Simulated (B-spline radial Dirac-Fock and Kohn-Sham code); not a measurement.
# Relativistic shifts of the levels of Zr³¹⁺

System: zirconium as Zr³¹⁺, [He] 2s2 2p5.

Both columns are ΔSCF binding energies of the configuration average from a radial B-spline solver: non-relativistic Hartree-Fock with a point nucleus, and Dirac-Fock with a finite nucleus and the Coulomb interaction alone, averaged over the two j levels with weights 2j+1.

```
shell  Hartree-Fock (eV)  Dirac-Fock (eV)  shift (eV)  shift (%)
   1s            19505.7          19926.4     +420.68      +2.16
   2s             4118.1           4229.6     +111.42      +2.71
   2p             3945.6           3984.2      +38.59      +0.98
```

Relativity binds 1s, 2s, 2p more strongly, among those listed most of all 2s in relative terms.

Values without a named source are computed, but for edge energies of neutral atoms, which are taken from tables.
